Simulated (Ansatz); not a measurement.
Reaction (cleavage of the Si–Si bond): `[SiH3][SiH2][SeH]` + `[F][AlH][SH]` → `[F][AlH][S][SiH3]` + `[SiH3][SeH]`

Gas-phase electronic energies from Ansatz, PBE0-D4/def2-TZVP geometries. CCSD(T)/CBS adds triple-zeta CCSD(T) − MP2 to the extrapolated MP2 energy (def2 sets, frozen cores). This one scheme is used for every species. Functionals use def2-TZVPP. HSE06 is defined as in plane-wave codes. For Se outer-core shells are correlated without core-valence functions, which leaves a few kJ/mol of doubt a bond. Scalar relativity is left out up to krypton. Each species was taken in one conformer, which may not be the lowest.

```tsv
level	ΔE (kJ/mol)
BLYP-D4	-47.6
HSE06-D4	-47.7
BHLYP-D4	-56.9
SCS-MP2/def2-QZVPP	-63.0
```

Q: What does CCSD(T)/CBS give? (Best estimate.)

A: Computed: -55.5 kJ/mol. The listed levels differ from it by 7.9, 7.8, -1.4, -7.5 kJ/mol.

Q: What do rigid-rotor, harmonic-oscillator terms from PBE0-D4/def2-TZVP frequencies (298.15 K, 1 bar) make of the CCSD(T)/CBS value? (An estimate is asked.)

A: Ansatz gave: ΔZPE = +2.3 kJ/mol, ΔH = -53.5 kJ/mol, ΔS = 2 J/(mol·K), ΔG = -54.2 kJ/mol. Modes under 50 cm⁻¹ make the entropy rough.

Largest T1 diagnostic among the species: 0.012.

From BLYP to BHLYP (50 % exact exchange), in def2-TZVPP and without D4, ΔE moves by −9.8 kJ/mol. Leaving LDA and LC-ωPBE aside and taking each functional with its dispersion term where it has one, the values, not all of them listed here, spread over 15.1 kJ/mol, from ωB97M-V to PBE-D4.
